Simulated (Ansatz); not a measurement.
`[F][Ga@H-]1[OH+][Ga@@H-]([F])[OH+]1`, 10 atoms. Total charge 0; spin multiplicity 1. Correlated methods include outer-core shells of Ga, which these sets cover unevenly. Scalar relativity is left out up to krypton. All runs use 4 threads of an Intel Xeon 6975P-C on a shared host. Correlated methods freeze the cores.

Q: Give the basis size and wall time and peak host memory of each of these runs in Ansatz. RKS revPBE-D4/def2-TZVPP energy; RKS CAM-B3LYP-D4/def2-TZVPP energy; RHF-CCSD(T)/def2-SVP energy; RKS PBE-QIDH (frozen core)/def2-TZVPP energy; RKS PBE0-D4/def2-QZVPP energy; RHF-MP2/def2-TZVPP energy; RHF-MP2/def2-QZVPP energy; RKS PBE0-D4/def2-SVP energy; RKS PBE0-D4/def2-TZVP relaxation (10 steps); direct RPA on PBE orbitals/def2-TZVPP energy; RKS ωB97M-V/def2-SVP energy; RKS PBE0-D4/def2-TZVP frequencies. (Estimate.)

A: The calculation gave: Other jobs shared the machine, so times are rough.

```
                                level                    job  functions  wall time  peak host memory (GiB)
                 RKS PBE0-D4/def2-SVP                 energy        140      1.4 s                    0.57
             RKS revPBE-D4/def2-TZVPP                 energy        276      1.8 s                    0.46
                 RKS ωB97M-V/def2-SVP                 energy        140        4 s                    0.62
          RKS CAM-B3LYP-D4/def2-TZVPP                 energy        276      4.3 s                     1.3
direct RPA on PBE orbitals/def2-TZVPP                 energy        276      4.7 s                    0.79
RKS PBE-QIDH (frozen core)/def2-TZVPP                 energy        276        6 s                    0.94
                   RHF-MP2/def2-TZVPP                 energy        276        6 s                    0.88
               RKS PBE0-D4/def2-QZVPP                 energy        526       10 s                       3
                 RHF-CCSD(T)/def2-SVP                 energy        140       13 s                     1.2
                   RHF-MP2/def2-QZVPP                 energy        526       29 s                       4
                RKS PBE0-D4/def2-TZVP  relaxation (10 steps)        244       47 s                    0.98
                RKS PBE0-D4/def2-TZVP            frequencies        244      3 min                    0.99
```
